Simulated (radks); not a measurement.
Problem. Radial electron density D(r) = 4 pi r^2 rho(r) of an atom or ion with 7 electrons. Calculated with a radial shooting solver on a logarithmic mesh with Libxc functionals: non-relativistic Kohn-Sham, r2SCAN, spin-polarised, spherical densities, point nucleus; meta-GGA in the generalised Kohn-Sham scheme.

```
   r/bohr * D(r) (the largest magnitude, 14.6, reaches the edge; | marks zero)
 0.007604 |  *
 0.008711 |   *
 0.009981 |    *
  0.01143 |      *
   0.0131 |       *
  0.01501 |         *
   0.0172 |            *
   0.0197 |               *
  0.02257 |                  *
  0.02586 |                      *
  0.02963 |                           *
  0.03394 |                               *
  0.03889 |                                    *
  0.04455 |                                         *
  0.05104 |                                              *
  0.05848 |                                                  *
    0.067 |                                                     *
  0.07676 |                                                      *
  0.08794 |                                                     *
   0.1007 |                                                   *
   0.1154 |                                              *
   0.1322 |                                        *
   0.1515 |                                  *
   0.1736 |                            *
   0.1989 |                        *
   0.2278 |                     *
    0.261 |                      *
   0.2967 |                       *
   0.3399 |                          *
   0.3894 |                            *
   0.4461 |                            *
   0.5111 |                          *
   0.5856 |                      *
   0.6709 |                *
   0.7686 |          *
   0.8806 |      *
    1.009 |  *
    1.156 |*
    1.324 |*
    1.517 *
    1.738 *
    1.991 *
    2.282 *
    2.614 *
    2.995 *
    3.431 *
    3.931 *
    4.504 *
     5.16 *
    5.911 *
    6.773 |*
    7.759 |*
     8.89 *
    10.18 *
    11.67 *
    13.37 *
```

What is the nuclear charge?

Solution. Z = 13. The innermost maximum, from 1s, lies near 1/Z = 0.0769 bohr (found: 0.0780), and its height grows with Z. The density is that of the aluminium ion Al6+ in [He] 2s2 2p2 6s1; the configuration itself is not fixed sharply by these data, and Z only to about a unit. D(r) has 5 maxima, at r = 0.0780, 0.425, 2.16, 3.96, 7.28 bohr, and minima at 0.241, 1.62 bohr, inside which lie 2.20, 6.03 electrons.
